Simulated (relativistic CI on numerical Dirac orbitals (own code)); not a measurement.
# Ir³⁺: L2,3 absorption edge

Computed with this model: Dirac-Coulomb-Breit CI, orbitals from a KLI potential per configuration, model QED, valence Slater integrals scaled by 0.8, multiplet model of core-to-valence dipole absorption; configurations [Xe] 4f14 5d6 → [He] 2s2 2p5 3s2 3p6 3d10 4s2 4p6 4d10 4f14 5s2 5p6 5d7; 10 K; Lorentzian 5 eV and Gaussian 1 eV FWHM. Energies are those of the free ion, without screening or charge transfer. The branching ratio is the share of the lower-energy edge in the whole absorption, uncertain by about 0.02 where the edges overlap. S is read from ⟨S²⟩ = S(S + 1).

Field parameters in Wybourne normalisation: D3d B²₀ = −7Dσ, B⁴₀ = −14Dq − 21Dτ, B⁴₃ = −14√(10/7) Dq; Oh B⁴₀ = 21Dq, B⁴₄ = √(5/14) B⁴₀. The field is a parameter set, without covalency.

free ion: ground-state S = 1.85, centroid 11370.89 eV, branching ratio 0.903. Peaks (eV, height): 11214.5 (100), 12824.5 (11).

Oh, 10Dq = 19550 cm⁻¹: ground-state S = 0.46, centroid 11395.63 eV, branching ratio 0.888. Peaks (eV, height): 11215.0 (100), 12825.0 (12).

D3d, 10Dq = 32750, Dσ = 550, Dτ = -30 cm⁻¹: ground-state S = 0.19, centroid 11500.32 eV, branching ratio 0.823. Peaks (eV, height): 11215.5 (100), 12826.0 (21).

D3d, 10Dq = 39850, Dσ = 590, Dτ = -90 cm⁻¹: ground-state S = 0.13, centroid 11531.49 eV, branching ratio 0.804. Peaks (eV, height): 11216.0 (100), 12826.5 (24).

The statistical ratio of this edge is 2/3 = 0.667. Values above it arise where the holes sit mainly in the j = l + 1/2 valence subshell or the ground state has high spin; values below it where core-valence Coulomb terms move weight to the upper edge, as in nearly empty shells. At deep edges of heavy elements the radial integrals of the two core levels differ, which raises the baseline.

Strongest unbroadened transitions for D3d, 10Dq = 32750, Dσ = 550, Dτ = -30 cm⁻¹:

```csv
Energy (eV),Relative strength
11215.35,3.2
11215.38,0.4
11215.50,0.1
11215.52,0.2
11215.69,48.4
11215.71,100.0
11217.47,0.1
11218.40,0.4
11218.69,0.1
11218.95,0.1
11219.76,0.2
11221.25,0.3
12826.01,0.5
12826.09,21.4
12826.10,10.5
12829.02,0.1
12832.42,0.2
12832.45,0.1
```
